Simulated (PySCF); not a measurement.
PySCF 2.14 output of an unrestricted PBE0 calculation on a single atom or ion in x2c-TZVPPall (11s7p7d3f1g, 97 functions), with scalar relativity by spin-free X2C-1e:

```
SCF conv_tol = 1e-09
number electrons alpha = 38  beta = 34
    C. Adamo and V. Barone.,  J. Chem. Phys. 110, 6158 (1999)
    M. Ernzerhof and G. E. Scuseria.,  J. Chem. Phys. 110, 5029 (1999)
cycle= 1 E= -16142.3823055077  delta_E= -0.0183  |g|= 0.202  |ddm|= 0.24
cycle= 2 E= -16142.3818836423  delta_E= 0.000422  |g|= 0.202  |ddm|= 0.16
cycle= 3 E= -16142.385528919  delta_E= -0.00365  |g|= 0.00704  |ddm|= 0.0832
cycle= 4 E= -16142.3855397532  delta_E= -1.08e-05  |g|= 0.000745  |ddm|= 0.00809
cycle= 5 E= -16142.38554203  delta_E= -2.28e-06  |g|= 0.000375  |ddm|= 0.00563
cycle= 6 E= -16142.3855439101  delta_E= -1.88e-06  |g|= 0.000114  |ddm|= 0.0089
cycle= 7 E= -16142.3855441019  delta_E= -1.92e-07  |g|= 9.21e-06  |ddm|= 0.00378
cycle= 8 E= -16142.3855441021  delta_E= -1.93e-10  |g|= 6.29e-07  |ddm|= 0.00013
converged SCF energy = -16142.3855441021  <S^2> = 6.0021656  2S+1 = 5.0008661
```

The run itself started from symmetry-adapted Hartree-Fock orbitals and held the occupation by maximum overlap, on a logarithmic radial grid, so the iterations belong to that start.

Q: Which element, charge and spin multiplicity is this?

A: W(2+) (tungsten, charge +2), multiplicity 5; the state was [Xe] 4f14 5d4, high-spin 5D determinant.

Spin-orbit coupling, absent here, splits the open shell strongly.
